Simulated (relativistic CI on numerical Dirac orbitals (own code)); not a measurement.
## Radial parameters of Ir⁴²⁺

Calculated at this level of theory: Dirac-Coulomb-Breit CI, orbitals from a KLI potential per configuration, a model potential for QED, unscaled Slater integrals (own radial code, finite nucleus).

Slater integrals F^k, G^k are unscaled and averaged over j, outside the closed core [Ar] 3d10; ζ comes from projecting the Hamiltonian with its Breit term on Σ l·s of the shell.

- 4s2 4p5: ζ(4p) = 621510 cm⁻¹; <r>(4p) = 0.3895, <r^2>(4p) = 0.1718 (bohr units).
- 4s2 4p4 4d: F^2(4p,4p) = 261170, ζ(4p) = 622270, F^2(4p,4d) = 257650, G^1(4p,4d) = 317720, G^3(4p,4d) = 204220, ζ(4d) = 78475 cm⁻¹; <r>(4p) = 0.3895, <r^2>(4p) = 0.1719, <r>(4d) = 0.3876, <r^2>(4d) = 0.1718 (bohr units).
- 4s 4p5 4d: G^1(4s,4p) = 341870, ζ(4p) = 621900, G^2(4s,4d) = 253220, F^2(4p,4d) = 257610, G^1(4p,4d) = 317670, G^3(4p,4d) = 204180, ζ(4d) = 78853 cm⁻¹; <r>(4s) = 0.3792, <r^2>(4s) = 0.1618, <r>(4p) = 0.3896, <r^2>(4p) = 0.1719, <r>(4d) = 0.3876, <r^2>(4d) = 0.1718 (bohr units).

Averages of the first 10 configurations, taken without configuration mixing, which lowers the lowest level and can move excited configurations by several eV; other configurations of the list can lie among them:

```tsv
Configuration	Parity	States	Average energy above the lowest level (eV)
4s2 4p5	odd	6	40.2
4s 4p6	even	2	239.5
4s2 4p4 4d	even	150	262.8
4s 4p5 4d	odd	120	457.1
4s2 4p4 4f	odd	210	473.7
4s 4p5 4f	even	168	668.2
4p6 4d	even	10	663.0
4s 4p4 4d2	even	1350	678.0
4s2 4p3 4d 4f	even	2800	697.1
4p6 4f	odd	14	874.4
```
